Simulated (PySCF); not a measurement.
Simulated absorption spectrum

WS2(NH2)2 (singlet state).
SMILES: `[NH2][W]([NH2])(=[S])=[S]`

Level of theory: TDDFT B3LYP/def2-SVPD, vertical, gas phase, core orbitals frozen in the response, def2 core potentials past Kr (PySCF 2.14.0, density-fitted response routines). Isolated species at its PBE0-D3(BJ)/def2-SVP geometry, gas phase. Spin–orbit coupling is left out.

Computed states:

```
state  E (eV)       f
   S1    2.90  0.0011
   S2    3.35  0.0076
   S3    3.92  0.0000
   S4    4.04   0.016
   S5    4.04   0.028
   S6    4.18  0.0016
   S7    4.30  0.0000
   S8    4.52   0.035
   S9    4.68  0.0029
  S10    4.91  0.0000
```

Each state is given a Gaussian of 0.5 eV full width at half maximum, with ε(max) = 2.175×10⁸ f / Δν̃ (Δν̃ the width in cm⁻¹). The width is an assumption, not a result. The curve ends short of the highest state used, and states not computed would add to its high-energy end.

Question: What does the envelope look like, and where are its maxima?

Answer: 
E (eV), ε (L mol⁻¹ cm⁻¹) and a bar:
```
     2.15          0 
     2.23          0 
     2.30          1 
     2.38          3 
     2.45          6 
     2.53         13 
     2.60         22 
     2.67         35 
     2.75         53 #
     2.82         72 #
     2.90        100 #
     2.97        135 ##
     3.05        192 ##
     3.12        257 ###
     3.20        337 ####
     3.27        394 ####
     3.35        427 #####
     3.42        425 #####
     3.49        415 #####
     3.57        445 #####
     3.64        562 ######
     3.72        852 ##########
     3.79       1243 ##############
     3.87       1781 ####################
     3.94       2224 #########################
     4.02       2564 #############################
     4.09       2660 ##############################
     4.16       2598 #############################
     4.24       2446 ############################
     4.31       2342 ##########################
```

Maxima: 367 nm (3.38 eV), ε about 430, made up of S2 (95%) (hardly more than a shoulder); 303 nm (4.09 eV), ε about 2700, made up of S4 (32%) and S5 (56%) (ε in L mol⁻¹ cm⁻¹; maxima over ε = 5, shares over 10%).

Question: On this curve, what absorbance would a 10⁻³ mol/L sample give at 308 nm over a 1 cm path?

Answer: 308 nm is 4.025 eV, where ε is about 2600 L mol⁻¹ cm⁻¹, so A = ε c l ≈ 2.6 (Beer–Lambert, with the gas-phase spectrum and the assumed width).

Question: What would ε be at 4.09 eV, the highest of these maxima, with half the width (0.25 eV)?

Answer: About 4470 L mol⁻¹ cm⁻¹ against 2660, a factor of about 1.7; a lone state at its own centre would give exactly 2.

Question: Does any computed singlet lie in the visible range?

Answer: S1 lies in the visible range (380 to 750 nm), at 427 nm, f = 0.0011; light of that wavelength is violet, and its complementary colour is yellow-green; a Tamm–Dancoff triplet lies at 470 nm, without intensity as long as spin–orbit coupling is left out.

The vertical ionisation energy (ΔSCF) is 8.93 eV, 4.01 eV above S10.

The run took 1.9 min of wall time on Arm Neoverse V1, one thread, no GPU (shared host).
